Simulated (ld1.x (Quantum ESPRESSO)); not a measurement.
What one change does to a pseudopotential (tantalum (Ta), TM semilocal)

* Element: tantalum (Ta)
* Generator: ld1.x (Quantum ESPRESSO) 7.5
* Type: norm-conserving Troullier–Martins (semilocal form)
* Functional: PBEsol
* Relativity: scalar-relativistic
* Frozen core: [Xe] 4f14
* Valence charge: 5
* Reference configuration: 5d3 6s1.5 6p0 (charge +0.5)
* Partial waves: 6p (bound, empty): rc 4.00 bohr; 5d (bound): rc 1.90 bohr; 6s (bound): rc 2.85 bohr
* Local potential: the s channel
* Core correction: a·sin(br)/r model core inside 1.05 bohr

Change: all radii but the core radius scaled by about 0.82 (s 2.34, p 3.30, d 1.56 bohr).

Cutoffs: the cutoffs (Ry, on a coarse ladder) from which the occupation-weighted sum of valence levels, in a spherical-Bessel basis at the reference potential, stays within 10 and 1 mRy of its value at 400 Ry; they do not see the model core or the augmentation charge, which bear on the density cutoff. Errors are all-electron minus pseudo energies relative to the spin-unpolarised reference configuration.

**Question.** Predict the effect on cutoff, ghosts and configuration errors.

**Answer.** The potential gets softer (30 Ry and 35 Ry → 25 Ry and 35 Ry); of the 7 tests that both files solve, the error grows in 1 and shrinks in 0 by more than 15 % and 0.3 meV (median size 33.9 → 31.6 meV); neither file shows a bound ghost. A semilocal file is local in each channel, so a ghost entry of none says nothing of the separable form that plane-wave codes build from it.

```csv
quantity,base,changed
"cutoff, loose",30 Ry,25 Ry
"cutoff, tight",35 Ry,35 Ry
bound ghosts,none,none
"error for 5d3 6s2 6p0, meV [ΔE -3.48 eV]",-0.1,+0.1
"error for 5d3 6s1 6p0, meV [ΔE 5.03 eV]",-3.6,-3.3
"error for 5d3 6s0 6p0, meV [ΔE 20.00 eV]",-34,-32
"error for 5d3 6s0 6p1, meV [ΔE 10.15 eV]",-10,-13
"error for 5d2 6s2 6p0, meV [ΔE 4.25 eV]",-64,-58
"error for 5d1 6s0 6p0, meV [ΔE 78.65 eV]",-806,-817
"error for 5d2 6s0 6p0, meV [ΔE 43.61 eV]",-177,-180
```
